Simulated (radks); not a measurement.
Question: Yb30+, 40 electrons, occupied as [Kr] 4d4. Method: scalar-relativistic Kohn-Sham, BLYP, spin-polarised, spherical densities, finite nucleus; open shells are filled with parallel spins first (spin-orbit coupling, left out, can overturn this in heavy ions); Fermi nuclear charge, rms radius 5.3108 fm; computed with a radial shooting solver on a logarithmic mesh with Libxc functionals. Some entries of the table are withheld. Estimate them.

orbital  occ.  eigenvalue (hartree)  <r^2> (bohr^2)  <1/r> (bohr^-1)
1s up       1             -2291.469       0.0005300            80.61
1s down     1             -2291.466       0.0005300            80.61
2s up       1             -422.6964        0.008209            18.80
2s down     1             -422.5550        0.008207            18.80
2p up       3             -377.5080        0.006712            17.26
2p down     3             -377.3942        0.006710            17.26
3s up       1             -126.5338         0.05296            6.995
3s down     1             -126.4628         0.05290            6.997
3p up       3             -112.9005         0.05324            6.519
3p down     3             -112.8216         0.05316            6.521
3d up       5             -96.50905             (1)            6.174
3d down     5             -96.39090             (2)            6.174
4s up       1             -53.47032          0.2261            3.243
4s down     1             -53.09639          0.2263            3.242
4p up       3             -48.53021          0.2425              (3)
4p down     3             -48.16073          0.2430              (4)
4d up       4             -42.25729          0.2496            2.832
4d down     0             -41.89119          0.2504            2.830

Answer: 
(1) 3d up <r^2> (bohr^2): 0.04398
(2) 3d down <r^2> (bohr^2): 0.04394
(3) 4p up <1/r> (bohr^-1): 3.038
(4) 4p down <1/r> (bohr^-1): 3.034
